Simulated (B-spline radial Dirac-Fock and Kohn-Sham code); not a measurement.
**The L2-M23M23 Auger spectrum of V**

System: neutral vanadium, 1s2 2s2 2p6 3s2 3p6 3d5 (an excited configuration).

Input of the calculation (task.json; shells as n, l, electrons):

```json
{"items": [{
  "Z": 23,
  "q": 0,
  "cfg": [[1, 0, 2], [2, 0, 2], [2, 1, 6], [3, 0, 2], [3, 1, 6], [3, 2, 5]],
  "A": 51,
  "rrms": 3.6002,
  "do": ["binding", "quiet", "double"]
}]}
```

Launch: `python xray_run.py task.json out`

These are calculated numbers from a radial finite-basis atomic code; the model is Dirac-Fock energy differences between relaxed states, corrected for Breit and QED terms. The two-hole levels come from diagonalising the Coulomb interaction among the jj configurations; intensities are independent-particle Coulomb rates. Kinetic energies are from the vacuum level. Correlation energy is missing from these numbers. Open outer shells are spectators and are not coupled to the holes.

| kinetic energy (eV) | J | leading jj holes (weight) | leading LS term (weight) | intensity (%) |
| --- | --- | --- | --- | --- |
| 417.2 | 0 | M3M3 (0.56) | ¹S0 (0.99) | 13.8 |
| 421.6 | 2 | M2M3 (0.77) | ¹D2 (0.99) | 45.3 |
| 424.2 | 0 | M2M2 (0.56) | ³P0 (0.99) | 8.5 |
| 424.3 | 1 | M2M3 (1.00) | ³P1 (1.00) | 23.9 |
| 424.9 | 2 | M3M3 (0.77) | ³P2 (0.99) | 8.5 |

The strongest line, by its leading LS label ¹D2, lies at 421.6 eV. The mean weight of the leading component is 0.73 in jj and 0.99 in LS coupling, so LS labels describe these levels better.
